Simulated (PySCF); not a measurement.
Orbital picture of MgSb⁺

B2PLYP at R = 2.773 Å; PySCF, spin-free X2C with a Gaussian nucleus, basis sets Mg x2c-SVPall, Sb x2c-SVPall. State: ³Σ⁻ (triplet), unpaired electrons π ↑↑. Only the outer orbitals are listed, counted within each symmetry.

```tsv
spin	orbital	occ.	ε (eV)	on Mg (%)	main shells (%)
α	13σ	1	-21.74	5	94 Sb s
α	14σ	1	-13.06	38	57 Sb p, 34 Mg s
α	7π	1	-12.05	6	94 Sb p
α	7π	1	-12.05	6	94 Sb p
α	15σ	0	-7.32	78	58 Mg s, 22 Sb p, 20 Mg p
α	8π	0	-4.57	94	94 Mg p
α	8π	0	-4.57	94	94 Mg p
β	13σ	1	-19.00	10	90 Sb s
β	14σ	1	-12.34	67	67 Mg s, 27 Sb p
β	15σ	0	-7.26	56	43 Sb p, 32 Mg p, 24 Mg s
β	7π	0	-6.63	28	72 Sb p, 26 Mg p
β	7π	0	-6.63	28	72 Sb p, 26 Mg p
```

Question: Which are the highest filled and the lowest empty level, where do they sit, and how wide is the gap?

Answer: Highest filled α 7π at -12.05 eV (in %: 94 Sb p); lowest empty α 15σ at -7.32 eV (in %: 58 Mg s, 22 Sb p, 20 Mg p); the gap at B2PLYP is 4.73 eV.

| Item | Value |
| --- | --- |
| bond order (Mayer) | 1.19 |
| ⟨S²⟩ | 2.110 |
| charge on Mg (Mulliken, basis-dependent) | 0.67 |
| charge on Mg (Löwdin, basis-dependent) | 0.45 |
| dipole moment (positive dipole points towards Sb; it is taken about the centre of mass and depends on that origin) | -8.92 D |

Correlated steps freeze 19 core orbitals. Spin–orbit coupling is left out. B2PLYP dipoles, levels and charges come from its SCF part alone. The state was picked by a PBE0 search and need not be the measured ground state.
